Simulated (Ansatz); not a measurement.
`O[SiH](O)[CH2][GeH3]`, relaxed with RKS PBE0-D4/def2-TZVP in Ansatz from a GFN2-xTB geometry. The force threshold is 0.005 eV/Å; the program also tests the step.

Charge 0, multiplicity 1.

Start:

```xyz
13

O     1.571   -0.416    0.047
Si    0.217   -1.244   -0.346
O     0.226   -1.740   -1.896
C    -1.082    0.057    0.095
Ge   -0.204    1.600    0.937
H     2.435   -0.791   -0.106
H     0.137   -2.516    0.354
H     0.133   -1.131   -2.623
H    -1.640    0.379   -0.783
H    -1.811   -0.361    0.788
H     0.542    1.230    2.172
H     0.722    2.321    0.013
H    -1.246    2.611    1.349
```

| step | energy (eV) | largest force (eV/Å) | largest move (Å) |
| --- | --- | --- | --- |
| 1 | -69646.6351 | 0.869 | 0.000 |
| 2 | -69646.7695 | 0.382 | 0.180 |
| 3 | -69646.7871 | 0.148 | 0.066 |
| 4 | -69646.7914 | 0.093 | 0.047 |
| 5 | -69646.7936 | 0.071 | 0.034 |
| 6 | -69646.7946 | 0.030 | 0.012 |
| 7 | -69646.7947 | 0.072 | 0.024 |
| 8 | -69646.7951 | 0.020 | 0.012 |
| 9 | -69646.7955 | 0.017 | 0.022 |
| 10 | -69646.7964 | 0.083 | 0.082 |
| 11 | -69646.7974 | 0.129 | 0.060 |
| 12 | -69646.7997 | 0.192 | 0.068 |
| 13 | -69646.8032 | 0.221 | 0.098 |
| 14 | -69646.8081 | 0.298 | 0.111 |
| 15 | -69646.8119 | 0.423 | 0.147 |
| 16 | -69646.8215 | 0.332 | 0.060 |
| 17 | -69646.8298 | 0.168 | 0.055 |
| 18 (rejected) | -69646.8291 | 0.146 | 0.047 |
| 19 | -69646.8324 | 0.046 | 0.023 |
| 20 | -69646.8345 | 0.049 | 0.100 |
| 21 | -69646.8356 | 0.033 | 0.047 |
| 22 | -69646.8362 | 0.045 | 0.059 |
| 23 | -69646.8364 | 0.023 | 0.020 |
| 24 | -69646.8366 | 0.012 | 0.014 |
| 25 | -69646.8366 | 0.005 | 0.005 |
| 26 | -69646.8366 | 0.004 | 0.007 |
| 27 | -69646.8366 | 0.003 | 0.007 |
| 28 | -69646.8367 | 0.003 | 0.007 |
| 29 | -69646.8367 | 0.003 | 0.007 |

End:

```xyz
13

O     1.773   -0.363   -0.643
Si    0.335   -1.109   -0.343
O    -0.062   -2.186   -1.522
C    -0.881    0.271   -0.156
Ge   -0.361    1.594    1.197
H     2.552   -0.916   -0.711
H     0.417   -1.952    0.874
H    -0.227   -1.843   -2.402
H    -1.007    0.800   -1.106
H    -1.856   -0.143    0.119
H     0.152    0.883    2.462
H     0.744    2.509    0.649
H    -1.580    2.454    1.582
```

Hardware: 2 threads of an AMD EPYC 7R13 on a shared host and a share of an NVIDIA H100 80 GB. Wall time 38 s, peak host memory 0.92 GiB.
